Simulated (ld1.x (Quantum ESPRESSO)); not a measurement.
An all-electron radial function and its pseudo partner (sulfur (S))

Columns: radius, all-electron u(r) and pseudo u(r) of the 2p shell (level -168.27 eV) of sulfur in the configuration [He] 2s2 2p6 3s2 3p3; PBE, scalar-relativistic, RRKJ scheme, ld1.x (Quantum ESPRESSO) 7.5.

```csv
r (bohr),all-electron,pseudo
0.030,0.0936,0.0416
0.060,0.2959,0.1609
0.090,0.5319,0.3428
0.120,0.7609,0.5649
0.150,0.9629,0.8014
0.180,1.1291,1.0271
0.210,1.2579,1.2215
0.240,1.3507,1.3706
0.270,1.4108,1.4689
0.300,1.4424,1.5178
0.330,1.4501,1.5246
0.360,1.4382,1.4997
0.390,1.4106,1.4539
0.420,1.3709,1.3966
0.450,1.3221,1.3344
0.480,1.2666,1.2709
0.510,1.2066,1.2074
0.540,1.1439,1.1439
0.570,1.0798,1.0798
0.600,1.0156,1.0156
0.630,0.9520,0.9520
0.660,0.8897,0.8897
0.690,0.8294,0.8294
0.720,0.7714,0.7714
0.750,0.7159,0.7159
0.780,0.6631,0.6631
```

(1) How many radial nodes do the two functions have?

(2) At about which radius was the pseudo-wave matched?

(3) Where does each function peak?

(4) Is the pseudo-wave norm-conserving?

## Answers

(1) The all-electron 2p function has n − l − 1 = 0; the pseudo-wave has 0.

(2) 0.55 bohr, where the columns begin to agree (steps of 0.03 bohr).

(3) Outermost all-electron maximum near 0.33 bohr, pseudo maximum near 0.33 bohr (to the table’s step).

(4) Yes: the RRKJ scheme keeps the norm inside the radius equal to the all-electron one, which fixes the energy derivative of the logarithmic derivative at the level.
